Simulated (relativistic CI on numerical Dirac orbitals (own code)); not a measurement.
Electric-dipole lines of Tc XX

Calculated at this level of theory: Dirac-Coulomb-Breit CI, separate exchange-only KLI orbitals for each configuration, QED by a radiative potential, unscaled Slater integrals (own radial code, finite nucleus).

Configurations in the expansion (outside the closed core [Ne]): 3s2 3p6 3d6, 3s2 3p5 3d7, 3s2 3p4 3d8, 3s 3p6 3d7, 3p6 3d8, 3s 3p5 3d8, 3s2 3p6 3d5 4s, 3s2 3p6 3d5 4p, 3s2 3p6 3d5 4d, 3s2 3p6 3d5 4f, 3s2 3p4 3d7 4s, 3s2 3p5 3d6 4s, 3s2 3p6 3d4 4s2, 3s2 3p6 3d5 5s, 3s2 3p6 3d5 5p, 3s 3p6 3d6 4s. Levels of other configurations are missing.

| λ vac (nm) | Lower | Upper | A (s⁻¹) | log gf | S velocity/length |
| --- | --- | --- | --- | --- | --- |
| 6.1727 | 3s2 3p6 3d6 3G_5 [14] | 3s2 3p5 3d7 1G°_4 [136] | 2.98e+11 | 0.18 | 0.65 |
| 6.1869 | 3s2 3p6 3d6 1I_6 [21] | 3s2 3p5 3d7 1H°_5 [138] | 1.27e+12 | 0.90 | 0.62 |
| 6.2377 | 3s2 3p6 3d6 3H_6 [8] | 3s2 3p5 3d7 3G°_5 [127] | 1.02e+12 | 0.82 | 0.65 |
| 6.2408 | 3s2 3p6 3d6 3H_5 [9] | 3s2 3p5 3d7 3G°_5 [127] | 1.33e+11 | -0.07 | 0.80 |
| 6.2980 | 3s2 3p6 3d6 1G_4 [22] | 3s2 3p5 3d7 1F°_3 [137] | 5.19e+11 | 0.33 | 0.68 |
| 6.3001 | 3s2 3p6 3d6 3G_4 [16] | 3s2 3p5 3d7 3F°_3 [131] | 6.61e+11 | 0.44 | 0.68 |
| 6.3207 | 3s2 3p6 3d6 1G_4 [32] | 3s2 3p5 3d7 1F°_3 [143] | 8.41e+11 | 0.55 | 0.69 |
| 6.3293 | 3s2 3p6 3d6 3F_4 [28] | 3s2 3p5 3d7 3D°_3 [141] | 5.94e+11 | 0.40 | 0.73 |
| 6.3330 | 3s2 3p6 3d6 3G_5 [14] | 3s2 3p5 3d7 3F°_4 [129] | 4.50e+11 | 0.39 | 0.67 |
| 6.4208 | 3s2 3p6 3d6 3H_5 [9] | 3s2 3p5 3d7 3G°_4 [121] | 3.97e+11 | 0.34 | 0.64 |
| 6.4246 | 3s2 3p6 3d6 1F_3 [25] | 3s2 3p5 3d7 1D°_2 [133] | 5.10e+11 | 0.20 | 0.71 |
| 6.4656 | 3s2 3p6 3d6 3F_3 [30] | 3s2 3p5 3d7 3D°_2 [140] | 4.81e+11 | 0.18 | 0.71 |
| 6.5211 | 3s2 3p6 3d6 3H_5 [9] | 3s2 3p5 3d7 3F°_4 [119] | 2.73e+11 | 0.20 | 0.65 |
| 6.5340 | 3s2 3p6 3d6 3H_4 [12] | 3s2 3p5 3d7 3G°_3 [120] | 4.75e+11 | 0.33 | 0.66 |
| 6.5413 | 3s2 3p6 3d6 3F_4 [6] | 3s2 3p5 3d7 3F°_3 [115] | 1.26e+11 | -0.25 | 0.60 |
| 6.5427 | 3s2 3p6 3d6 3G_3 [18] | 3s2 3p5 3d7 3F°_2 [124] | 3.11e+11 | 0.00 | 0.65 |
| 6.6156 | 3s2 3p6 3d6 3F_3 [10] | 3s2 3p5 3d7 3D°_2 [117] | 2.45e+11 | -0.09 | 0.68 |
| 6.7781 | 3s2 3p6 3d6 3F_4 [6] | 3s2 3p5 3d7 3D°_3 [103] | 2.44e+11 | 0.07 | 0.68 |
| 6.7911 | 3s2 3p6 3d6 3G_5 [14] | 3s2 3p5 3d7 3G°_5 [113] | 2.42e+11 | 0.26 | 0.81 |
| 6.8449 | 3s2 3p6 3d6 1I_6 [21] | 3s2 3p5 3d7 1I°_6 [116] | 2.70e+11 | 0.39 | 0.77 |
| 6.8582 | 3s2 3p6 3d6 5D_4 [1] | 3s2 3p5 3d7 5D°_4 [86] | 9.55e+10 | -0.22 | 0.83 |
| 6.9119 | 3s2 3p6 3d6 3F_4 [6] | 3s2 3p5 3d7 3G°_3 [97] | 1.19e+11 | -0.23 | 0.64 |
| 6.9470 | 3s2 3p6 3d6 5D_3 [2] | 3s2 3p5 3d7 5D°_4 [86] | 5.86e+10 | -0.42 | 0.86 |
| 6.9583 | 3s2 3p6 3d6 5D_4 [1] | 3s2 3p5 3d7 3F°_4 [80] | 1.13e+11 | -0.13 | 0.84 |
| 7.1048 | 3s2 3p6 3d6 3H_5 [9] | 3s2 3p5 3d7 3H°_5 [93] | 1.76e+11 | 0.17 | 0.78 |
| 7.1924 | 3s2 3p6 3d6 3G_4 [16] | 3s2 3p5 3d7 3G°_4 [96] | 1.43e+11 | 0.00 | 0.79 |
| 7.2022 | 3s2 3p6 3d6 3F_4 [6] | 3s2 3p5 3d7 5D°_4 [86] | 1.35e+11 | -0.03 | 0.82 |
| 7.2138 | 3s2 3p6 3d6 5D_4 [1] | 3s2 3p5 3d7 3D°_3 [66] | 1.05e+11 | -0.24 | 0.69 |
| 7.2257 | 3s2 3p6 3d6 5D_3 [2] | 3s2 3p5 3d7 3D°_3 [70] | 1.28e+11 | -0.16 | 0.77 |
| 7.2337 | 3s2 3p6 3d6 3F_3 [10] | 3s2 3p5 3d7 3G°_3 [90] | 1.35e+11 | -0.13 | 0.84 |
| 7.2399 | 3s2 3p6 3d6 5D_2 [3] | 3s2 3p5 3d7 3D°_3 [70] | 9.16e+10 | -0.30 | 0.82 |
| 7.2424 | 3s2 3p6 3d6 5D_4 [1] | 3s2 3p5 3d7 1G°_4 [64] | 4.60e+10 | -0.49 | 0.83 |
| 7.3456 | 3s2 3p6 3d6 5D_4 [1] | 3s2 3p5 3d7 5P°_3 [60] | 2.20e+11 | 0.10 | 0.72 |
| 7.4075 | 3s2 3p6 3d6 5D_3 [2] | 3s2 3p5 3d7 5P°_2 [62] | 1.48e+11 | -0.22 | 0.74 |
| 7.4120 | 3s2 3p6 3d6 3H_6 [8] | 3s2 3p5 3d7 3H°_6 [78] | 2.06e+11 | 0.34 | 0.75 |
| 7.4640 | 3s2 3p5 3d7 5G°_6 [35] | 3s2 3p4 3d8 5G_6 [183] | 1.74e+11 | 0.28 | 0.93 |
| 7.4980 | 3s2 3p6 3d6 3F_4 [6] | 3s2 3p5 3d7 3F°_4 [71] | 8.48e+10 | -0.19 | 0.81 |
| 7.5792 | 3s2 3p6 3d6 5D_4 [1] | 3s2 3p5 3d7 3F°_4 [50] | 7.49e+10 | -0.24 | 0.84 |
| 7.5833 | 3s2 3p6 3d6 3H_6 [8] | 3s2 3p5 3d7 3I°_6 [69] | 7.96e+10 | -0.05 | 0.76 |
| 7.5887 | 3s2 3p6 3d6 3H_5 [9] | 3s2 3p5 3d7 3H°_5 [68] | 8.10e+10 | -0.11 | 0.80 |
| 7.6074 | 3s2 3p6 3d6 5D_2 [3] | 3s2 3p5 3d7 5F°_2 [54] | 1.21e+11 | -0.28 | 0.79 |
| 7.6546 | 3s2 3p6 3d6 3P_2 [7] | 3s2 3p5 3d7 3P°_2 [65] | 1.35e+11 | -0.23 | 0.77 |
| 7.7178 | 3s2 3p6 3d6 5D_3 [2] | 3s2 3p5 3d7 5F°_3 [49] | 6.04e+10 | -0.42 | 0.84 |
| 7.9214 | 3s2 3p6 3d6 5D_4 [1] | 3s2 3p5 3d7 3G°_5 [40] | 6.75e+10 | -0.16 | 0.91 |
| 9.6006 | 3s2 3p5 3d7 5G°_6 [35] | 3s 3p6 3d7 5F_5 [145] | 1.35e+11 | 0.31 | 0.74 |

Terms are leading LS components. Brackets give the number of a level in order of energy, since labels repeat. The list gives strong lines, with weight on those to low levels, among the lowest 200 of 2758 levels, so that lines to higher ones, which can be the strongest, are missing. Levels whose partners in the same complex of configurations lie outside the list can be far off, and so can their lines. Rates are taken at the computed energies, electric ones in the length gauge. A velocity-to-length ratio far from 1 marks an uncertain rate.

At this charge energies of transitions that change n are usually good to better than 1 %, and those within a shell (Δn = 0) to a few per cent. Terms inside the open d or f shell come out 10 to 20 % too wide with unscaled integrals.

LS names give the leading component of a level, which can be under half, so a name can repeat, a term be missing and a line seem to break the LS rules.
